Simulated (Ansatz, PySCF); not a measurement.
Torsion H4–O1–B2–I3 in BH2IO (SMILES OBI); at each angle all else is relaxed with GFN2-xTB, and the levels are single points there.
Geometry at 0° (charge 0, multiplicity 1):
```
atom    x (Å)    y (Å)    z (Å)
----  -------  -------  -------
O     -0.9905  -0.2986  -0.3690
B     -0.0043   0.5465  -0.2045
I      1.0558   0.7383   1.6362
H     -1.2829  -0.8756   0.3401
H      0.3008   1.2190  -1.1088
```

On the grid 0° to 330°, 120° is the highest and 0° the lowest point at MP2/CBS(def2-TZVPP, def2-QZVPP) + ΔCCSD(T)/def2-TZVPP.

Frozen-core correlation. Filled d and f shells under p-block atoms count as core. CBS: X⁻³ extrapolation of the correlation energy, Hartree–Fock from the larger set.

The values were computed with Ansatz (a quantum-chemistry and plane-wave program); PySCF for the dispersion terms. Each number belongs to the level named beside it. In def2 rows elements past Kr take small-core potentials, without spin–orbit coupling.

PBE/def2-TZVPP gives 41.5 kJ/mol for the energy at 120° less that at 0°.

Task: Where do these levels fall relative to PBE: PBE-D3(BJ)/def2-TZVPP, r2SCAN/def2-TZVPP, B3LYP/def2-TZVPP, wB97M-V/def2-TZVPP, MP2/CBS(def2-TZVPP, def2-QZVPP), MP2/CBS(def2-TZVPP, def2-QZVPP) + ΔCCSD(T)/def2-TZVPP.

Result: PBE-D3(BJ)/def2-TZVPP 0.3; r2SCAN/def2-TZVPP 0.4; B3LYP/def2-TZVPP -1.0; wB97M-V/def2-TZVPP 0.3; MP2/CBS(def2-TZVPP, def2-QZVPP) 1.4; MP2/CBS(def2-TZVPP, def2-QZVPP) + ΔCCSD(T)/def2-TZVPP 1.4 kJ/mol. 5 of 6 lie above PBE; the widest gap is to MP2/CBS(def2-TZVPP, def2-QZVPP).
